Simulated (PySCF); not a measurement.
# Correlation energy of Ag (silver, neutral)

[Kr] 4d10 5p1, 2P determinant (an excited configuration). Calculation: PySCF 2.14, in aug-cc-pVDZ-PP with ECP28MDF (5s5p4d2f, 54 functions); a scalar-relativistic core potential. Frozen: 4s2 4p6; 11 electrons correlated.

```csv
level,correlation energy (mhartree)
CCSD,-293.01
(T),-7.51
CCSD(T),-300.52
```

Diagnostics: T1 = 0.024, D1 = 0.1081, largest double amplitude 0.028.

Problem. Is a single reference adequate?

Solution. Yes, within this model without spin-orbit coupling: T1 lies below 0.03 and no double amplitude reaches 0.07.
